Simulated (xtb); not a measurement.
xtb input (GFN2-xTB):

```bash
xtb mol.xyz --gfn 2 --sp --chrg -1 --uhf 0
```
mol.xyz:
```
8

Te     0.29996793     2.11502631    -1.76283049
Ge     0.03354315     0.23650745    -0.19712405
Te    -1.82242606     0.38326232     1.70025459
Te    -0.58481740    -2.16714843    -1.14910781
Te     2.08658632    -0.47701655     1.33326861
H     -1.45007316     1.95982300     2.09274165
H     -1.73802145    -1.57425286    -2.19640510
H      3.19055269    -0.36823861     0.08921797
```

End of the output:

```
         :::::::::::::::::::::::::::::::::::::::::::::::::::::
         ::                     SUMMARY                     ::
         :::::::::::::::::::::::::::::::::::::::::::::::::::::
         :: total energy             -16.122827459610 Eh    ::
         :: gradient norm              0.021291486179 Eh/a0 ::
         :: HOMO-LUMO gap              2.473060693563 eV    ::
         ::.................................................::
         :: SCC energy               -16.146825295498 Eh    ::
         :: -> isotropic ES            0.092529292143 Eh    ::
         :: -> anisotropic ES         -0.018783472142 Eh    ::
         :: -> anisotropic XC         -0.022555418785 Eh    ::
         :: -> dispersion             -0.015005390318 Eh    ::
         :: repulsion energy           0.023997835888 Eh    ::
         :: add. restraining           0.000000000000 Eh    ::
         :: total charge              -1.000000000000 e     ::
         :::::::::::::::::::::::::::::::::::::::::::::::::::::

           -------------------------------------------------
          |                Property Printout                |
           -------------------------------------------------

    * Orbital Energies and Occupations

         #    Occupation            Energy/Eh            Energy/eV
      -------------------------------------------------------------
         1        2.0000           -0.6199806             -16.8705
       ...           ...                  ...                  ...
         4        2.0000           -0.5740380             -15.6204
         5        2.0000           -0.3913213             -10.6484
         6        2.0000           -0.2847947              -7.7497
         7        2.0000           -0.2847947              -7.7497
         8        2.0000           -0.2840484              -7.7294
         9        2.0000           -0.2049793              -5.5778
        10        2.0000           -0.2049793              -5.5778
        11        2.0000           -0.1955707              -5.3217
        12        2.0000           -0.1681665              -4.5760
        13        2.0000           -0.1681665              -4.5760
        14        2.0000           -0.1640213              -4.4632
        15        2.0000           -0.1423383              -3.8732
        16        2.0000           -0.1423383              -3.8732 (HOMO)
        17                         -0.0514550              -1.4002 (LUMO)
        18                         -0.0012104              -0.0329
        19                         -0.0012104              -0.0329
        20                          0.0262324               0.7138
        21                          0.0594552               1.6179
        22                          0.0594552               1.6179
        23                          0.1100273               2.9940
        24                          0.1898415               5.1658
        25                          0.1898415               5.1658
        26                          0.1976166               5.3774
        27                          0.1976166               5.3774
       ...                                ...                  ...
        48                          2.1466919              58.4145
      -------------------------------------------------------------
                  HL-Gap            0.0908833 Eh            2.4731 eV
             Fermi-level           -0.0968967 Eh           -2.6367 eV

     #   Z          covCN         q      C6AA      α(0)
     1  52 Te       0.954    -0.208   445.840    39.351
     2  32 Ge       3.659     0.035   171.458    23.520
     3  52 Te       1.865    -0.106   430.086    38.331
     4  52 Te       1.865    -0.106   430.086    38.331
     5  52 Te       1.865    -0.106   430.086    38.331
     6   1 H        0.947    -0.170     8.750     4.624
     7   1 H        0.947    -0.170     8.750     4.624
     8   1 H        0.947    -0.170     8.750     4.624

 Mol. C6AA /au·bohr⁶  :      11070.025934
 Mol. C8AA /au·bohr⁸  :     991491.620683
 Mol. α(0) /au        :        191.737122

Wiberg/Mayer (AO) data.
largest (>0.10) Wiberg bond orders for each atom

 ---------------------------------------------------------------------------
     #   Z sym  total        # sym  WBO       # sym  WBO       # sym  WBO
 ---------------------------------------------------------------------------
     1  52 Te   1.351 --     2 Ge   1.015     4 Te   0.113     5 Te   0.113
                             3 Te   0.113
     2  32 Ge   3.334 --     1 Te   1.015     3 Te   0.760     4 Te   0.760
                             5 Te   0.760
     3  52 Te   1.888 --     6 H    0.952     2 Ge   0.760     1 Te   0.113
     4  52 Te   1.888 --     7 H    0.952     2 Ge   0.760     1 Te   0.113
     5  52 Te   1.888 --     8 H    0.952     2 Ge   0.760     1 Te   0.113
     6   1 H    0.964 --     3 Te   0.952
     7   1 H    0.964 --     4 Te   0.952
     8   1 H    0.964 --     5 Te   0.952
 ---------------------------------------------------------------------------

Topologies differ in total number of bonds
Writing topology from bond orders to xtbtopo.mol

molecular dipole:
                 x           y           z       tot (Debye)
 q only:       -0.052      -0.367       0.306
   full:       -0.312      -2.198       1.832       7.316
molecular quadrupole (traceless):
                xx          xy          yy          xz          yz          zz
 q only:       -2.724       0.700       2.116      -0.584      -4.116       0.608
  q+dip:        4.889      -1.257      -3.797       1.048       7.388      -1.091
   full:        4.481      -1.152      -3.481       0.961       6.773      -1.000

           -------------------------------------------------
Note: The following floating-point exceptions are signalling: IEEE_UNDERFLOW_FLAG IEEE_DENORMAL
normal termination of xtb
          | TOTAL ENERGY              -16.122827459610 Eh   |
          | GRADIENT NORM               0.021291486179 Eh/α |
          | HOMO-LUMO GAP               2.473060693563 eV   |
           -------------------------------------------------

------------------------------------------------------------------------
------------------------------------------------------------------------
 total:
 SCF:
```

It need not be the lowest isomer of its formula. Whether it binds its extra electron was not tested at this geometry.
